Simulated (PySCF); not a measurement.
SnI and its ions

LC-ωPBE; basis Sn def2-TZVPPD with ECP28, I def2-TZVPPD with ECP28; scalar-relativistic core potentials; PySCF 2.14. Neutral (UKS): doublet (π ↑), Re = 2.688 Å, ωe = 204 cm⁻¹, De = 2.82 eV, HOMO -7.40 eV, LUMO -1.22 eV.

SnI⁻ (UKS): triplet (π ↑↑), Re = 2.895 Å, ωe = 139 cm⁻¹, De = 1.37 eV to Sn + I⁻. The energies at the minima are -512.10075 hartree for SnI and -512.16539 for SnI⁻.

Task: Work out the adiabatic electron affinity, without and with harmonic zero-point energies (1 hartree = 27.2114 eV, 1 eV = 8065.5 cm⁻¹), and the change of the bond length.

Result: At LC-ωPBE: 0.06464 hartree = 1.759 eV between the minima; the zero-point term (204.0 − 139.0)/2 cm⁻¹ = +0.004 eV makes it 1.763 eV. Re changes by +20.7 pm against the neutral. The electron enters a π orbital, and the longer bond of the ion fits an antibonding orbital, or a change in how ionic the bond is.

Spin–orbit coupling is left out, which matters for elements this heavy, above all for dissociation energies. For an ion De counts to the pair picked by the measured ionisation energies or electron affinities, which need not be the lowest pair at this level. States were picked by a PBE0 search and need not be the measured ground states.
